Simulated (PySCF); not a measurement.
# Two-dimensional NMR puzzle

Compound of formula C6H10O2Si. Correlations simulated from computed shifts and the bond graph:

HSQC (one-bond C–H):
```
  δH    δC
1.94  79.9
1.63  21.8
0.22  -8.6
```

COSY cross peaks (H two or three bonds apart, from the bond graph; peaks can be absent where the dihedral angle is near 90°):
```
  δH    δH
4.51  4.29
4.51  0.22
4.29  0.22
```

HMBC (two and three bonds, from the bond graph):
```
  δH                             δC
4.51  180.0, 88.4, 29.7, 21.8, -8.6
4.29  180.0, 88.4, 29.7, 21.8, -8.6
1.94                     88.4, 29.7
1.63              180.0, 88.4, 29.7
0.22                           29.7
```

Carbons without hydrogens: δ 180.0, 88.4, 29.7.

Method: structure optimised with GFN2-xTB, GIAO PBE0/pcSseg-1 shieldings, in PySCF (relativity neglected, averaged over atoms made equivalent by symmetry, fast rotation or ring inversion, single conformer, isolated molecule).

δ = σ(ref) − σ, references computed at the same level: ¹H and ¹³C vs TMS.

Exchangeable hydrogens are left out of these lists.

**Question.** Work out the connectivity.

**Answer.** `C#C[C@@](C)([SiH2]C)C(=O)O`.

Atom-mapped SMILES (the numbers label the heavy atoms): `[CH:1]#[C:2][C@@:3]([CH3:4])([SiH2:5][CH3:6])[C:7](=[O:8])[OH:9]`. Each H is labelled by its parent atom. Ha(Si5) is pro-R; Hb(Si5) is pro-S.

- δC 180.0 is C7, a carboxylic acid carbon.
- δC 88.4 is C2, an alkyne carbon.
- δC 79.9 is C1, a terminal alkyne carbon (δH 1.94).
- δC 29.7 is C3, a fully substituted sp3 carbon bonded to Si, α to a carbonyl.
- δC 21.8 is C4, a methyl carbon (δH 1.63).
- δC -8.6 is C6, a methyl carbon bonded to Si (δH 0.22).
- HMBC from δH 4.51 reaches the proton-free carbons C7, C2, C3.
- HMBC from δH 4.29 reaches the proton-free carbons C7, C2, C3.
- HMBC from δH 1.94 reaches the proton-free carbons C2, C3.
- HMBC from δH 1.63 reaches the proton-free carbons C7, C2, C3.
- COSY links 4.51–4.29, 4.51–0.22, 4.29–0.22.

This is the structure that produced the data.

OH/NH shifts are gas-phase values; hydrogen bonding in solution moves them, usually downfield. Shifts are as computed. Against solution values, carbons near 30 ppm lie about +3 ppm off and those near 130 ppm about +5 ppm. Of 1211 compounds with measured shifts, 218 miss one by over three times the rms of a fit or turn the order of signals round; such compounds aren't used in these exercises. The C=O carbon of an acid or of an amide with N–H lies up to 10 ppm further downfield in solution, through hydrogen bonding that the calculation lacks.
